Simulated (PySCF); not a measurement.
Species: C3H8BCl.
Numbering: `[BH2:1][CH2:2][C@@H:3]([CH3:4])[Cl:5]` (hydrogens: H6, H7 on B1; H8, H9 on C2; H10 on C3; H11, H12, H13 on C4)

Computed by this run: PBE0-D3(BJ)/def2-SVP geometry optimisation, gas phase in PySCF; density fitting, grid level 1; the optimiser is geomeTRIC in internal coordinates, started from a GFN2-xTB structure with every atom displaced at random (about 0.01 Å).

Step 0: E = -16424.3295 eV
```
atom  x, y, z in Å  |  force x, y, z in eV/Å
B1      1.7064    0.4119   -0.6592   -1.521  -0.212   1.051
C2      0.6983   -0.7040   -0.2074    0.154   0.675   0.654
C3     -0.4460   -0.2913    0.7234    1.207  -0.242   0.003
C4     -1.4387    0.5687    0.0268   -2.157  -0.398   0.891
Cl5    -1.2436   -1.7752    1.3637   -0.157  -0.068   0.079
H6      2.4540    0.2114   -1.5045    1.172  -0.376  -1.207
H7      1.6909    1.4849   -0.1455    0.085   0.484   0.281
H8      0.2951   -1.2249   -1.0716   -0.148  -0.430  -0.459
H9      1.3287   -1.4422    0.3204    0.153  -0.183  -0.064
H10    -0.0305    0.2190    1.6192   -0.185  -0.134  -0.297
H11    -2.2785    0.8238    0.7351    0.643  -0.013  -0.532
H12    -0.9986    1.4807   -0.3219    0.497   0.892  -0.367
H13    -1.9284    0.0433   -0.8115    0.259   0.005  -0.034
```

Step 1: E = -16424.4364 eV
```
atom  x, y, z in Å  |  force x, y, z in eV/Å
B1      1.6366    0.4354   -0.6649    0.499  -0.042   0.041
C2      0.7053   -0.7207   -0.2114   -0.068  -0.102  -0.013
C3     -0.4391   -0.3280    0.6949   -0.190   0.047  -0.034
C4     -1.4677    0.5792    0.0462    0.273   0.042  -0.132
Cl5    -1.2972   -1.8003    1.3140    0.068  -0.028   0.051
H6      2.5695    0.2046   -1.4137   -0.234   0.035   0.018
H7      1.5440    1.5518   -0.2055   -0.051   0.042  -0.050
H8      0.3574   -1.3056   -1.0824   -0.053  -0.003  -0.010
H9      1.3741   -1.4311    0.3188    0.038   0.025  -0.048
H10    -0.0337    0.1606    1.5947   -0.035  -0.039  -0.012
H11    -2.1564    0.9520    0.8097   -0.299  -0.020  -0.001
H12    -0.9543    1.4598   -0.3843   -0.105  -0.133  -0.034
H13    -2.0292    0.0484   -0.7492    0.157   0.177   0.224
```

Task: Estimate the geometry and energy of step 2. (The exact step hangs on the optimiser's Hessian estimate; all steps are aligned on step 1, rigid shifts and turns removed.)

Result: E = -16424.4588 eV, largest force 0.151 eV/Å
```
atom  x, y, z in Å  |  force x, y, z in eV/Å
B1      1.6676    0.4298   -0.6550    0.030  -0.024  -0.065
C2      0.7075   -0.7111   -0.2026   -0.050   0.066   0.001
C3     -0.4426   -0.3211    0.7063   -0.042   0.039   0.009
C4     -1.4714    0.5826    0.0529    0.124   0.036   0.079
Cl5    -1.2812   -1.8087    1.3162    0.004  -0.006   0.025
H6      2.5489    0.1845   -1.4490   -0.037  -0.004   0.020
H7      1.5922    1.5557   -0.2132    0.007  -0.014   0.025
H8      0.3439   -1.2836   -1.0764    0.005   0.016  -0.008
H9      1.3742   -1.4338    0.3125   -0.007  -0.014   0.013
H10    -0.0491    0.1590    1.6144    0.018   0.007  -0.008
H11    -2.2126    0.9327    0.7859   -0.027  -0.079  -0.039
H12    -0.9738    1.4702   -0.3716   -0.004  -0.023   0.000
H13    -1.9945    0.0501   -0.7536   -0.021   0.000  -0.051
```

The energy changes by -0.0223 eV. The first-order estimate −F·Δx gives -0.0402 eV and the mean of the old and new forces, exact on a quadratic surface, -0.0227 eV. The step makes an angle of 66° with the force vector and moves no atom by more than 0.064 Å.

What follows is the cost of the whole optimisation. Hardware: an Arm Neoverse V1 with one thread, on a shared host. Cost: 42 s, 0.48 GiB resident at most.
